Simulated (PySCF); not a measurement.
**Radial density of Sb (antimony, neutral)**

BP86, [Kr] 4d10 5s2 5p3, high-spin 4S determinant. All numbers are calculated (PySCF 2.14, the spin-free X2C one-electron Hamiltonian (Gaussian nucleus), in x2c-SVPall (6s5p3d, 36 functions)).

```json
{"r (bohr)": "0.0223", "4πr²ρ (e/bohr)": "65.65", "4πr²(ρα − ρβ)": "0.0083"}
{"r (bohr)": "0.0374", "4πr²ρ (e/bohr)": "56.51", "4πr²(ρα − ρβ)": "0.0268"}
{"r (bohr)": "0.0630", "4πr²ρ (e/bohr)": "73.15", "4πr²(ρα − ρβ)": "0.0433"}
{"r (bohr)": "0.106", "4πr²ρ (e/bohr)": "79.79", "4πr²(ρα − ρβ)": "0.0045"}
{"r (bohr)": "0.178", "4πr²ρ (e/bohr)": "59.06", "4πr²(ρα − ρβ)": "0.0380"}
{"r (bohr)": "0.300", "4πr²ρ (e/bohr)": "65.43", "4πr²(ρα − ρβ)": "0.0546"}
{"r (bohr)": "0.504", "4πr²ρ (e/bohr)": "22.46", "4πr²(ρα − ρβ)": "0.1028"}
{"r (bohr)": "0.848", "4πr²ρ (e/bohr)": "23.77", "4πr²(ρα − ρβ)": "0.0817"}
{"r (bohr)": "1.43", "4πr²ρ (e/bohr)": "7.006", "4πr²(ρα − ρβ)": "0.4014"}
{"r (bohr)": "2.40", "4πr²ρ (e/bohr)": "2.551", "4πr²(ρα − ρβ)": "1.2973"}
{"r (bohr)": "4.04", "4πr²ρ (e/bohr)": "0.5708", "4πr²(ρα − ρβ)": "0.4764"}
{"r (bohr)": "6.79", "4πr²ρ (e/bohr)": "0.006459", "4πr²(ρα − ρβ)": "0.0059"}
```

Densities and radii are taken from the X2C orbitals without a picture-change correction, which distorts them close to the nucleus.
